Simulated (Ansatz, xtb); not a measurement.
# Two structures of Ga2H5N

We compare a, `[GaH2][NH][GaH2]`, a singlet, with b, a singlet given by its coordinates. Both are isolated molecules in the gas phase, relaxed with PBE0-D3(BJ)/def2-SVP; the shapes shown needn't be the lowest conformers.

a (Å):

```yaml
atoms:
  - { symbol: Ga, position_ang: [-0.6095, -0.4770, -1.9305] }
  - { symbol: Ga, position_ang: [0.0976, -0.5954, 1.2918] }
  - { symbol: N, position_ang: [-0.3593, 0.2588, -0.2675] }
  - { symbol: H, position_ang: [0.3016, -2.1436, 1.2040] }
  - { symbol: H, position_ang: [0.2485, 0.2784, 2.5837] }
  - { symbol: H, position_ang: [-0.4902, 1.2664, -0.2017] }
  - { symbol: H, position_ang: [-0.4113, -2.0242, -2.0447] }
  - { symbol: H, position_ang: [-0.9991, 0.4874, -3.1025] }
```

b (Å):

| atom | x (Å) | y (Å) | z (Å) |
| --- | --- | --- | --- |
| Ga | -0.2746 | 1.1178 | -2.8954 |
| Ga | -1.3371 | 1.9758 | -0.3432 |
| N | 0.4698 | 1.3280 | -0.9212 |
| H | 1.2334 | 1.9974 | -0.8240 |
| H | 0.7881 | 0.4589 | -0.4922 |
| H | -1.2422 | 3.5085 | -0.0248 |
| H | -2.0073 | 0.8682 | 0.5420 |
| H | -1.8688 | 1.7845 | -1.9505 |

Close contacts (Å): Ga1–Ga2 2.89, Ga1–N3 2.12, Ga2–N3 2.00, Ga1–H8 1.97, Ga2–H6 1.57, Ga2–H7 1.57, Ga2–H8 1.70, N3–H4 1.02, N3–H5 1.02.

Question: Estimate E(b) − E(a) at the level CCSD(T)/def2-TZVP.

Answer: Calculated at CCSD(T)/def2-TZVP: E(b) − E(a) = −22.9 kJ/mol, so structure b lies lower.

How the difference moves with the method:

```json
{"level": "PBE0-D3(BJ)/def2-SVP", "geometry": "PBE0-D3(BJ)/def2-SVP", "E(b) − E(a) (kJ/mol)": "−45.4", "departure from the last row (kJ/mol)": "−22.6", "job, with rough time for the two": "optimisation, 64 s"}
{"level": "HF/def2-TZVP", "geometry": "PBE0-D3(BJ)/def2-SVP", "E(b) − E(a) (kJ/mol)": "−11.3", "departure from the last row (kJ/mol)": "+11.5", "job, with rough time for the two": "part of the CCSD(T) run"}
{"level": "MP2/def2-TZVP", "geometry": "PBE0-D3(BJ)/def2-SVP", "E(b) − E(a) (kJ/mol)": "−8.1", "departure from the last row (kJ/mol)": "+14.7", "job, with rough time for the two": "part of the CCSD(T) run"}
{"level": "CCSD(T)/def2-TZVP", "geometry": "PBE0-D3(BJ)/def2-SVP", "E(b) − E(a) (kJ/mol)": "−22.9", "departure from the last row (kJ/mol)": "", "job, with rough time for the two": "single point, 92 s"}
```

None of the levels shown reverses the order. The largest departure from CCSD(T)/def2-TZVP is that of PBE0-D3(BJ)/def2-SVP, 22.6 kJ/mol. Levels run at GFN2-xTB geometries aren't shown.

With harmonic frequencies from PBE0-D3(BJ)/def2-SVP (ideal gas, rigid rotor, one conformer each, 400 K, 1 atm): on the last row, ΔE + ΔZPE = −11.2, ΔH = −12.4, ΔG = −12.2 kJ/mol.

The correlated steps freeze 19 core orbitals; the filled d shell of Ga is correlated, in a basis made for valence electrons. Run with Ansatz 0.2.0; the last row on 2 threads of Arm Neoverse V1 on a shared host.
